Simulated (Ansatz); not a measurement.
Input file for Ansatz (a quantum-chemistry and plane-wave program): R-CCSD(T)/aug-cc-pVTZ on BeF2 (SMILES [F][Be][F]), atoms moved off the minimum.

Ansatz 0.2 input:
```yaml
crystal:
  periodic: [false, false, false]
  atoms:
    - {symbol: Be, position_ang: [-0.00926151, 0.04799030, 0.09835733]}
    - {symbol: F, position_ang: [-0.00624225, 0.04480042, -1.30152717]}
    - {symbol: F, position_ang: [-0.01329150, -0.00229652, 1.45525393]}
basis:
  gaussian:
    orbitals: aug-cc-pVTZ
magnetization: {spin_polarized: false}
correlation: {method: ccsd_t, electrons: outside_noble_gas}
scf: {lower_state_search: off}
output: {forces: true}
```

Program output:

```
WARN ansatz: RAYON_NUM_THREADS=1 ignored (pool sized by the plan → 1); use --threads N
Functional definition: HF
these checks for a lower state are left out or cut short: starts, cluster_reference, orbital_swaps, neighbouring_geometries, increment
integrals: 0.27 GiB planned
869 factors; integrals over basis functions are off by at most 5.1e-4 eV
mean field: 0.25 GiB planned
mean field evaluation 1: about -5814.5745 eV, gradient 3.9e1 eV
mean field evaluation 2: about -5814.5750 eV, gradient 3.9e1 eV
mean field evaluation 4: about -5816.9548 eV, gradient 1.4e0 eV
mean field evaluation 8: about -5816.9647 eV, gradient 1.4e-4 eV
mean field -5816.96469415 eV, -213.7695096298 hartree, gradient 1.1e-6 eV, S^2 0.000000; 0 other end points of the search recorded, 0 dependent functions left out
3 core orbitals not correlated
reference -5816.96469415 eV, -213.7695096298 hartree; 8, 8 occupied and 127, 127 virtual orbitals, 869 factors
densities: 1.31 GiB planned
second order -15.46421531 eV of doubles, -0.00000000 eV of singles
coupled cluster: 0.78 GiB planned
cycle   1  -15.04147044 eV  change    4.2e-1 eV  update   8.2e-2
cycle   2  -15.32339667 eV  change   -2.8e-1 eV  update   2.4e-2
cycle   3  -15.39347459 eV  change   -7.0e-2 eV  update   1.1e-2
cycle   4  -15.38034157 eV  change    1.3e-2 eV  update   2.3e-3
cycle   5  -15.37782912 eV  change    2.5e-3 eV  update   7.6e-4
cycle   6  -15.37835321 eV  change   -5.2e-4 eV  update   2.2e-4
cycle   7  -15.37830865 eV  change    4.5e-5 eV  update   6.1e-5
cycle   8  -15.37826140 eV  change    4.7e-5 eV  update   1.7e-5
cycle   9  -15.37826191 eV  change   -5.0e-7 eV  update   4.3e-6
perturbative correction -0.46521408 eV, -0.0170963020 hartree
the calculation of the forces begins
Total energy: -5832.80817014 eV, -214.3517466332 hartree
Atom 0 at    -0.009262     0.047990     0.098357 Å, force     0.002119    -0.049681    -1.427402 eV/Å
Atom 1 at    -0.006242     0.044800    -1.301527 Å, force    -0.000201     0.042175     0.486735 eV/Å
Atom 2 at    -0.013291    -0.002297     1.455254 Å, force    -0.001918     0.007506     0.940667 eV/Å
Dipole moment:     0.000531     0.029571     0.036218 e Å
Checks for a lower state left out: starts, cluster_reference, orbital_swaps, neighbouring_geometries, increment
```

Self-consistency was reached.

Cost: about 28 core-seconds (a rough figure).
